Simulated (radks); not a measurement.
Results of a calculation; reference values are marked as such.
Ionisation of the calcium ion Ca3+, [Ne] 3s2 3p5, to [Ne] 3s2 3p4 as the strength of local exchange is varied. Level of theory: non-relativistic Kohn-Sham, Slater X-alpha exchange (alpha = 2/3 is LDA exchange), no correlation, spin-polarised, spherical densities, point nucleus; open shells are filled with parallel spins first (a radial shooting solver on a logarithmic mesh with Libxc functionals).

alpha = 0.664: E(Ca3+) (hartree) -671.61298; exchange (hartree) -31.59342; IE (eV) 65.323; -e of the level emptied (eV) 57.128 (3p); <r> of it (bohr) 1.215
alpha = 0.667: E(Ca3+) (hartree) -671.75573; exchange (hartree) -31.74145; IE (eV) 65.390; -e of the level emptied (eV) 57.195 (3p); <r> of it (bohr) 1.215
alpha = 0.738: E(Ca3+) (hartree) -675.14117; exchange (hartree) -35.25861; IE (eV) 66.991; -e of the level emptied (eV) 58.800 (3p); <r> of it (bohr) 1.204
alpha = 0.838: E(Ca3+) (hartree) -679.93196; exchange (hartree) -40.25744; IE (eV) 69.281; -e of the level emptied (eV) 61.100 (3p); <r> of it (bohr) 1.188
alpha = 0.84: E(Ca3+) (hartree) -680.02804; exchange (hartree) -40.35795; IE (eV) 69.327; -e of the level emptied (eV) 61.147 (3p); <r> of it (bohr) 1.188
alpha = 0.848: E(Ca3+) (hartree) -680.41249; exchange (hartree) -40.76022; IE (eV) 69.512; -e of the level emptied (eV) 61.333 (3p); <r> of it (bohr) 1.187
alpha = 1.002: E(Ca3+) (hartree) -687.84599; exchange (hartree) -48.56963; IE (eV) 73.125; -e of the level emptied (eV) 64.969 (3p); <r> of it (bohr) 1.165
alpha = 1.043: E(Ca3+) (hartree) -689.83559; exchange (hartree) -50.66982; IE (eV) 74.103; -e of the level emptied (eV) 65.956 (3p); <r> of it (bohr) 1.159

NIST Atomic Spectra Database: 67.273 eV (semi-empirical). The Delta-SCF value meets it near alpha = 0.75. Open shells are spherical and high-spin; term and fine-structure splittings are not resolved.
